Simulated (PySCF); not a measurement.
Compound: NbS(OSiH3)3 (singlet state).
Bonds: Nb1–S2, Nb1–O3, Nb1–O8, Nb1–O13, O3–Si4, O8–Si9, O13–Si14. Hydrogens: H5, H6, H7 on Si4; H10, H11, H12 on Si9; H15, H16, H17 on Si14.

The calculation used PySCF 2.14.0, PBE0-D3(BJ)/def2-SVP geometry optimisation, gas phase, def2 core potentials past Kr.

Problem. How far are the bound atoms from Nb1?

Solution. 4 atoms: O13 1.877 Å, O3 1.877 Å, O8 1.878 Å, S2 2.155 Å. The nearest atom not counted as bound is Si4, at 3.47 Å (others tie with it).

Problem. List the angles at Nb1.

Solution. 
| angle | degrees | distance of the outer atoms (Å) |
| --- | --- | --- |
| O8–Nb1–O13 | 110.8 | 3.09 |
| O3–Nb1–O8 | 110.4 | 3.08 |
| O3–Nb1–O13 | 110.3 | 3.08 |
| S2–Nb1–O13 | 108.5 | 3.28 |
| S2–Nb1–O8 | 108.5 | 3.28 |
| S2–Nb1–O3 | 108.4 | 3.27 |

Problem. What is the shape at Nb1?

Solution. Tetrahedral: angles from 108.4° to 110.8°; τ4 = (360° − α − β)/141° = 0.98 with α and β the two widest (0 for a square, 1 for a tetrahedron).

Problem. What are the other bond lengths?

Solution. O3–Si4, O8–Si9, O13–Si14 1.676 Å; Si4–H5 and 8 like bonds 1.491 Å.

Problem. Give some angles away from the centre.

Solution. Nb1–O3–Si4 155.2°, Nb1–O13–Si14 156.6°.

Point group: near C3, missed by 0.14 Å at most; the miss may be what the optimiser left on a soft mode. Charge 0, singlet. PBE0-D3(BJ)/def2-SVP frequencies: not computed here.
